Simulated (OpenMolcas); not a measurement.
Ni3+ (d7) among equal point charges was computed by CASSCF with the d shell active (OpenMolcas, ANO-RCC-VDZP on the metal). Its lowest spin-free states, and all those of the highest spin:

| 2S+1 | Degeneracy | E (cm-1) |
| --- | --- | --- |
| 4 | 2 | 0.0 |
| 4 | 1 | 1744 |
| 4 | 2 | 4658 |
| 4 | 1 | 6178 |
| 4 | 1 | 10571 |
| 2 | 1 | 19022 |
| 4 | 1 | 21217 |
| 2 | 1 | 22192 |
| 2 | 2 | 22736 |
| 2 | 1 | 22874 |
| 2 | 2 | 24120 |
| 2 | 1 | 25685 |
| 4 | 2 | 28136 |

Problem. Is the site octahedral, tetrahedral or cube-like, axial, or of lower symmetry?

Solution. The states with 2S+1 = 4 have orbital degeneracies 2, 1, 2, 1, 1, 1, 2. There are pairs but no triples, so the site is axial: not cubic, but with a proper or improper axis of order three or more. The run had Ni3+ among 6 point charges of -1.5 e arranged as a tetragonal octahedron (D4h), 1.78 Å from the ion, with the axial distance 1.531 Å.

An orbital doublet at a regular site is open to a Jahn-Teller distortion, which this geometry leaves out. Without dynamic correlation the repulsion within the d shell is too large (B by tens of per cent), so at a given field states of lower spin stand too high. Point charges give a weaker field than real ligands, and real ions of this kind are often low spin; the high spin found here belongs to the model. Point charges carry no covalency, so the field is a model and not that of real ligands. No measured value stands beside these numbers.
